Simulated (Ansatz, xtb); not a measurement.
# C2H10O3Si2: 3 structures ranked

3 gas-phase structures of C2H10O3Si2, from a drawn sample of its isomers (lower ones may exist). Each was relaxed with GFN2-xTB; where two conformers were screened, the lower at r2SCAN-D4/def2-SVP is listed:

A. `CO[SiH](OC)O[SiH3]`, a singlet
B. `CO[SiH2]O[SiH2]OC`, a singlet
C. `CCO[SiH2]O[SiH2]O`, a singlet

Which do you expect lowest at r2SCAN-D4/def2-SVP, and how would the others follow?

Calculated order at r2SCAN-D4/def2-SVP: C (0.0), A (56.0), B (69.2) kJ/mol.

Energies above the lowest of each column, in kJ/mol; the last columns are at B3LYP-D3(BJ)/def2-SVP geometries:

| structure | GFN2-xTB | HF/STO-3G | r2SCAN-D4/def2-SVP | B3LYP-D3(BJ)/def2-SVP | CCSD(T)/def2-SVP + ΔMP2/def2-TZVPP |
| --- | --- | --- | --- | --- | --- |
| C | 0.0 | 0.0 | 0.0 | 0.0 | 0.0 |
| A | 49.2 | 7.1 | 56.0 | 52.7 | 61.0 |
| B | 34.4 | 24.7 | 69.2 | 59.7 | 70.1 |

Every level run on C puts it lowest or level with the lowest. Flexible structures stand in one conformer each, not always the lowest. ΔMP2 is the change of the MP2 energy from the smaller to the larger basis.

Programs: Ansatz 0.2.0, xtb 6.7.1.
